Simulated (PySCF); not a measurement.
Cl2Mg, SMILES [Cl][Mg-][Cl], charge -1, multiplicity 2. The structure is a stationary point at B3LYP-D3(BJ)/def2-TZVPD.

Give the equilibrium geometry at B3LYP-D3(BJ)/def2-TZVPD (PySCF confirms it by a frequency run) as Cartesian coordinates in Å, and its point group. (An estimate is asked for; the answer gives what the named calculation found.)

point group C2v.
```xyz
3

Mg     0.0000     0.0000    -0.8706
Cl     0.0000     2.0019     0.3073
Cl     0.0000    -2.0019     0.3073
```
Charge -1, spin multiplicity 2.
